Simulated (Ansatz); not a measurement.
Stepwise reaction of `O[SiH](O)O[Si](O)(F)F` with hydrogen, as a gas-phase model of exchange steps in deposition or etching. ΔE in kJ/mol.

Computed with Ansatz on PBE0-D4/def2-TZVP structures; ΔE is electronic, products minus reactants. CCSD(T)/CBS adds triple-zeta CCSD(T) − MP2 to the extrapolated MP2 energy (def2 sets, frozen cores). This one scheme is used for every species. Functionals use def2-TZVPP. B3LYP here is the variant with VWN-RPA as its local correlation; programs differ in this. One conformer a species, not always the lowest.

| step | reaction | PBE-D4 | B3LYP-D4 | ωB97M-V | CCSD(T)/CBS |
| --- | --- | --- | --- | --- | --- |
| 1 | `O[SiH](O)O[Si](O)(F)F` + H₂ → `O[SiH](O)O[SiH](O)F` + H–F | 130.0 | 139.6 | 139.9 | 137.4 |

(1) Give the row of step 2, `O[SiH](O)O[SiH](O)F` + H₂ → `O[SiH2]O[SiH](O)O` + H–F. (Estimate.)

(2) By hand: ΔE of the 2 steps together at CCSD(T)/CBS.

Answers

(1) Computed: 
```
step                                                reaction  PBE-D4  B3LYP-D4  ωB97M-V  CCSD(T)/CBS
   2  `O[SiH](O)O[SiH](O)F` + H₂ → `O[SiH2]O[SiH](O)O` + H–F   138.4     147.1    147.8        143.6
```

(2) (137.4) + (143.6) = 281.0 kJ/mol, or 140.5 kJ/mol a step.

In ΔE each step is higher than the one before. All are uphill at CCSD(T)/CBS. PBE-D4 differs from CCSD(T)/CBS by -7.4 to -5.2 kJ/mol a step. Isolated molecules leave out the surface, adducts and barriers. Largest T1 diagnostic: 0.012.
